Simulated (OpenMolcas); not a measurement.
Pd2+ (d8) among equal point charges was computed by CASSCF with the d shell active (OpenMolcas, ANO-RCC-VTZP on the metal). Its lowest spin-free states, and all those of the highest spin:

```
2S+1  Degeneracy  E (cm-1)
   3           3       0.0
   3           3      1190
   3           1      2614
   1           3     12823
   1           2     13359
   3           3     15112
   1           3     19366
   1           3     20080
   1           2     20149
   1           1     20352
   1           1     48182
```

Q: Is the site octahedral, tetrahedral or cube-like, axial, or of lower symmetry?

A: The states with 2S+1 = 3 have orbital degeneracies 3, 3, 1, 3. Threefold states need a cubic site. For d8 at this spin an octahedron puts the single A2 below the threefold T2 and a tetrahedron or cube puts the threefold T1 below the threefold T2, so the site is a tetrahedron or a cube, which this pattern cannot tell apart. The run had Pd2+ among 4 point charges of -2.5 e arranged as a tetrahedron (Td), 2.43 Å from the ion.

An orbital triplet at a regular site is open to Jahn-Teller coupling, which can distort the site and quench the lowest spin-orbit gaps and is left out. Without dynamic correlation the repulsion within the d shell is too large (B by tens of per cent), so at a given field states of lower spin stand too high. Real 4d8 and 5d8 ions are as a rule square planar and diamagnetic. The ground term spreads over less than 5000 cm-1, several times less than with real ligands, so orbital moments are less quenched and χT lies further from the spin-only value than at real sites. Point charges carry no covalency, so the field is a model and not that of real ligands. No measured value stands beside these numbers.
